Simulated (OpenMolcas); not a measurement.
A calculation on Te4+.

- Program: OpenMolcas 26.06
- Method: SS-CASPT2, IPEA 0.25 Eh, imaginary shift 0.1 Eh (closed shells correlated: 4d)
- Basis: ANO-RCC-VQZP [8s7p5d3f2g]
- Scalar Hamiltonian: DKH2, point nucleus
- Active space: 2 electrons in 8 orbitals (5s 5p 6s 6p)
- State averaging: 2S+1 = 3 even, 3 roots; 2S+1 = 1 even, 7 roots; 2S+1 = 3 odd, 3 roots; 2S+1 = 1 odd, 3 roots
- Spin-orbit coupling: RASSI with atomic mean-field integrals over the reference wave functions, term energies averaged over their components

Task: Which level of the active space comes out lowest?

Result: 5s² ¹S₀, with 100 % of that term; it is also the measured ground level.

Task: How high does 5s 5p ³P°₁ lie?

Result: 77540 cm⁻¹ above the lowest level.

Task: How high does 5p² ³P₀ lie?

Result: 176330 cm⁻¹ above the lowest level; measured 176248 cm⁻¹ above the ground level, so the calculation is off by 0 %.

Task: How high does 5p² ³P₁ lie?

Result: 181210 cm⁻¹ above the lowest level; measured 182419 cm⁻¹ above the ground level, so the calculation is off by -1 %.

Task: The level at 181950 cm⁻¹ has J = 2. What is it made of, and what is its g factor?

Result: 60 % 5p² ¹D₂, 40 % 5p² ³P; g = 1.199, against 1.000 from Landé's formula for the pure leading term.

Measured values: Moore, Atomic Energy Levels, vol. III, NSRDS-NBS 35 (1971 reprint of NBS Circular 467, 1958).

CASPT2 does not keep the components of a term degenerate, so their means are used; among the terms shown or strongly mixed into the levels shown the widest spread is 220 cm-1 (5p² ¹D). Over all roots computed the reference weight is 0.88 to 0.95; the roots of lowest weight are the least certain, and an intruder state may touch them. Active for correlation alone: 6p 6s; no level in the range computed is led by a configuration that fills them, so any true level of that kind is missing. The ¹D term of p² mixes with s d, which this space lacks. Computed and measured levels are paired by configuration, term and J; levels that our copy of the source lacks, or whose pairing is in doubt (as where it misses far off the trend of its configuration), stay unpaired and out of the deviations. Levels of configurations outside the active space are missing.

° marks odd parity.
